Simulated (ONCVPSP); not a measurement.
Logarithmic derivatives: calcium, ONCV

```
Element                 : Ca (Z = 20)
Generator               : ONCVPSP 4.0.1
Type                    : optimised norm-conserving Vanderbilt (ONCV)
Functional              : LDA (Perdew-Wang 92)
Relativity              : scalar-relativistic
Frozen core             : [Ne]
Valence charge          : 10
Reference configuration : 3s2 3p6 4s1.5 4p0.5
Partial waves           : 3s+4s: rc 1.65 bohr, ncon 4, nbas 8, qcut 5.7 1/bohr, 2 projectors; 3p+4p: rc 2.45 bohr, ncon 3, nbas 7, qcut 6.7 1/bohr, 2 projectors; d scattering state at 0.06 Ha: rc 2.70 bohr, ncon 4, nbas 8, qcut 3.5 1/bohr, 1 projector
Local potential         : polynomial inside 1.55 bohr (lpopt 4, dvloc0 1 Ha)
Core correction         : Teter function, parameters optimised by the program
```

In the d channel the program set the typed energies aside and used -0.099 Ha.

The phase is arctan(r·R′/R) of the radial function R(r), unwrapped; energies in Ha, scanned from -3 to 5 Ha. A pole is an energy at which the radial function vanishes at the test radius. The pseudo phase is shifted by a multiple of π to meet the all-electron one at the reference energy, and phase errors are pseudo minus all-electron; the curves can meet again beyond the range given. Levels narrower than the energy grid can be missing from the lists of poles.

**Question.** For each channel, where are the poles, and over which energies does the pseudopotential scatter like the atom?

**Answer.**

| channel | radius (bohr) | reference energy (Ha) | poles, all-electron | poles, pseudo | unbroken range about the reference energy with phases within 0.05 rad | phase error 1 Ha above the reference energy (rad) |
| --- | --- | --- | --- | --- | --- | --- |
| s | 1.68 | -0.16 | -1.06 | -1.06 | the whole range | -0.000 |
| p | 2.49 | -0.06 | -0.96, 2.26 | -0.96, 2.27 | below 4.0 | +0.000 |
| d | 2.74 | -0.10 | 0.10, 2.22 | 0.12, 3.73 | below 0.2 | +1.284 |

Phases in the d channel:

```tsv
E (Ha)	all-electron	pseudo
-2.98	1.394	1.394
-2.54	1.377	1.376
-2.10	1.353	1.352
-1.66	1.317	1.318
-1.22	1.259	1.262
-0.78	1.133	1.142
-0.34	0.483	0.520
0.10	-1.570	-1.549
0.54	-2.147	-1.918
0.98	-3.937	-2.558
1.42	-4.486	-3.922
1.86	-4.637	-4.378
2.30	-4.726	-4.531
2.74	-4.813	-4.609
3.18	-4.966	-4.661
3.62	-5.772	-4.702
4.06	-7.457	-4.742
4.50	-7.687	-4.792
4.94	-7.768	-4.881
```
